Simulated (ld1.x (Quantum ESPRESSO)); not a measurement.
# Zr TM semilocal: all-electron and pseudo phase curves

| Item | Value |
| --- | --- |
| Element | Zr |
| Generator | ld1.x (Quantum ESPRESSO) 7.5 |
| Type | norm-conserving Troullier–Martins (semilocal form) |
| Functional | LDA (PZ) |
| Relativity | scalar-relativistic |
| Frozen core | [Kr] |
| Valence charge | 4 |
| Reference configuration | 4d2 5s0 5p0 (charge +2) |
| Partial waves | 5p (bound, empty): rc 2.90 bohr; 4d (bound): rc 1.75 bohr; 4f channel at 0.3 Ry: rc 2.75 bohr; 5s (bound, empty): rc 2.90 bohr |
| Local potential | the s channel |
| Core correction | a·sin(br)/r model core, default radius (core density twice the valence density) |

The phase is arctan(r·u′/u) with u = r·R(r), unwrapped; energies in Ry, scanned from -3 to 5 Ry. A pole is an energy at which the radial function vanishes at the test radius. The pseudo phase is shifted by a multiple of π to meet the all-electron one at the reference energy, and phase errors are pseudo minus all-electron; the curves can meet again beyond the range given. Levels narrower than the energy grid can be missing from the lists of poles.

Task: For each channel, where are the poles, and over which energies does the pseudopotential scatter like the atom?

Result:

```json
{"channel": "s", "radius (bohr)": "3.13", "reference energy (Ry)": "-1.20", "poles, all-electron": "0.34", "poles, pseudo": "0.20, 3.78", "unbroken range about the reference energy with phases within 0.05 rad": "below 0.9", "phase error 1 Ry above the reference energy (rad)": "-0.014"}
{"channel": "p", "radius (bohr)": "3.13", "reference energy (Ry)": "-0.86", "poles, all-electron": "1.28", "poles, pseudo": "0.58, 3.91", "unbroken range about the reference energy with phases within 0.05 rad": "below -0.4", "phase error 1 Ry above the reference energy (rad)": "-0.075"}
{"channel": "d", "radius (bohr)": "3.13", "reference energy (Ry)": "-1.29", "poles, all-electron": "-0.99, 3.09", "poles, pseudo": "-0.99, 3.07", "unbroken range about the reference energy with phases within 0.05 rad": "the whole range", "phase error 1 Ry above the reference energy (rad)": "-0.000"}
{"channel": "f", "radius (bohr)": "3.13", "reference energy (Ry)": "0.30", "poles, all-electron": "1.28", "poles, pseudo": "1.31", "unbroken range about the reference energy with phases within 0.05 rad": "below 2.2", "phase error 1 Ry above the reference energy (rad)": "+0.008"}
```

Phases in the s channel:

```json
{"E (Ry)": "-3.00", "all-electron": "1.291", "pseudo": "1.285"}
{"E (Ry)": "-2.76", "all-electron": "1.261", "pseudo": "1.256"}
{"E (Ry)": "-2.52", "all-electron": "1.221", "pseudo": "1.215"}
{"E (Ry)": "-2.28", "all-electron": "1.164", "pseudo": "1.157"}
{"E (Ry)": "-2.04", "all-electron": "1.075", "pseudo": "1.068"}
{"E (Ry)": "-1.80", "all-electron": "0.920", "pseudo": "0.912"}
{"E (Ry)": "-1.56", "all-electron": "0.601", "pseudo": "0.595"}
{"E (Ry)": "-1.32", "all-electron": "-0.066", "pseudo": "-0.068"}
{"E (Ry)": "-1.08", "all-electron": "-0.788", "pseudo": "-0.789"}
{"E (Ry)": "-0.84", "all-electron": "-1.152", "pseudo": "-1.157"}
{"E (Ry)": "-0.60", "all-electron": "-1.326", "pseudo": "-1.334"}
{"E (Ry)": "-0.36", "all-electron": "-1.425", "pseudo": "-1.437"}
{"E (Ry)": "-0.12", "all-electron": "-1.490", "pseudo": "-1.505"}
{"E (Ry)": "0.12", "all-electron": "-1.537", "pseudo": "-1.556"}
{"E (Ry)": "0.36", "all-electron": "-1.574", "pseudo": "-1.600"}
{"E (Ry)": "0.60", "all-electron": "-1.606", "pseudo": "-1.640"}
{"E (Ry)": "0.84", "all-electron": "-1.634", "pseudo": "-1.683"}
{"E (Ry)": "1.08", "all-electron": "-1.662", "pseudo": "-1.732"}
{"E (Ry)": "1.32", "all-electron": "-1.691", "pseudo": "-1.801"}
{"E (Ry)": "1.56", "all-electron": "-1.722", "pseudo": "-1.916"}
{"E (Ry)": "1.80", "all-electron": "-1.759", "pseudo": "-2.175"}
{"E (Ry)": "2.04", "all-electron": "-1.805", "pseudo": "-3.010"}
{"E (Ry)": "2.28", "all-electron": "-1.869", "pseudo": "-4.053"}
{"E (Ry)": "2.52", "all-electron": "-1.964", "pseudo": "-4.387"}
{"E (Ry)": "2.76", "all-electron": "-2.127", "pseudo": "-4.520"}
{"E (Ry)": "3.00", "all-electron": "-2.458", "pseudo": "-4.592"}
{"E (Ry)": "3.24", "all-electron": "-3.125", "pseudo": "-4.640"}
{"E (Ry)": "3.48", "all-electron": "-3.823", "pseudo": "-4.676"}
{"E (Ry)": "3.72", "all-electron": "-4.177", "pseudo": "-4.705"}
{"E (Ry)": "3.96", "all-electron": "-4.350", "pseudo": "-4.732"}
{"E (Ry)": "4.20", "all-electron": "-4.447", "pseudo": "-4.758"}
{"E (Ry)": "4.44", "all-electron": "-4.510", "pseudo": "-4.785"}
{"E (Ry)": "4.68", "all-electron": "-4.554", "pseudo": "-4.816"}
{"E (Ry)": "4.92", "all-electron": "-4.587", "pseudo": "-4.854"}
```
